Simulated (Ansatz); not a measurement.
C₂H₆SeTe (SMILES CC[Te][SeH]), singlet, geometry from GFN2-xTB (core potentials on Te); Ansatz (an electronic-structure program) with PBE/def2-TZVPD.

The Ansatz input:
Ansatz 0.2 input:
```yaml
crystal:
  periodic: [false, false, false]
  atoms:
    - {symbol: Te, position_ang: [0.12023503, -0.52464896, 0.78837133]}
    - {symbol: C, position_ang: [-0.38588080, -1.79318232, -0.91359348]}
    - {symbol: C, position_ang: [-1.69709171, -1.41630145, -1.56432425]}
    - {symbol: H, position_ang: [-0.42275767, -2.80115955, -0.51095809]}
    - {symbol: H, position_ang: [0.43105329, -1.73782149, -1.62839822]}
    - {symbol: H, position_ang: [-1.66552058, -0.38817534, -1.92341368]}
    - {symbol: H, position_ang: [-2.52290699, -1.51052486, -0.86202160]}
    - {symbol: H, position_ang: [-1.89359098, -2.06586822, -2.41655909]}
    - {symbol: Se, position_ang: [0.31145651, 1.57332315, -0.52820697]}
    - {symbol: H, position_ang: [1.72981495, 1.54921131, -0.82741478]}
basis:
  gaussian:
    orbitals: def2-TZVPD
hamiltonian:
  xc: pbe
```

It wrote (shortened):

```
Functional definition: PBE
1526 factors; their error is unknown
mean field evaluation 1: about -74788.9293 eV, gradient 7.7e1 eV
mean field evaluation 2: about -74685.7835 eV, gradient 1.7e2 eV
mean field evaluation 4: about -74802.1900 eV, gradient 2.2e1 eV
mean field evaluation 8: about -74803.3133 eV, gradient 3.5e-1 eV
mean field evaluation 16: about -74803.2671 eV, gradient 2.9e-4 eV
mean field -74803.26706683 eV, -2748.9693612305 hartree, gradient 6.6e-5 eV, S^2 0.000000; 0 other end points of the search recorded, 0 dependent functions left out
reference -74803.26713162 eV, -2748.9693636115 hartree; 38, 38 occupied and 206, 206 virtual orbitals, 1526 factors
Total energy: -74803.26713162 eV, -2748.9693636115 hartree
```
